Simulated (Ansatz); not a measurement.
CH6Si, charge -1, doublet, at the geometry of the source list (a state made from the parent by changing its charge; the spin is typed, not shown lowest) (a gas-phase anion, which may not be bound at this level). Base run: PBE0/cc-pVDZ in Ansatz (an electronic-structure program).

Geometry (Å):
```xyz
8

Si    -0.9060     0.1035    -0.0203
C      0.9763    -0.1115     0.0219
H     -1.4795    -0.7985    -1.0215
H     -1.2329     1.4880    -0.3684
H     -1.4645    -0.2123     1.2962
H      1.2520    -1.1310     0.2780
H      1.4328     0.5459     0.7570
H      1.4218     0.1159    -0.9428
```
Charge -1, spin multiplicity 2.
Orbitals are unrestricted.
All else is at Ansatz's defaults.
Base energy -330.91030 Eh.

The base run was repeated with changes; each row names its change, and settings that it needs were set with it.

```csv
change,ΔE vs base (kcal/mol)
base,0.000
lower_state_search = light,0.000
nuclear_model = gaussian,0.111
fitting.mean_field = cc-pVTZ-JKFIT,-0.043
"point_charge = charge:-1.0 position_ang:-0.2052, 2.2749, -4.4109",62.12
fitting.mean_field = def2-universal-JKFIT,-0.051
"point_charge = charge:1.0 position_ang:2.0229, -3.2881, -3.1256",-66.8
"final_grid = 6, 12, 29",0.002
"final_grid = 10, 20, 41",0.001
"point_charge = charge:0.5 position_ang:-4.0816, 1.514, 2.392",-38.89
accuracy = high,0.001
```

A gas-phase anion may not be bound at this level; its values then depend on the basis.
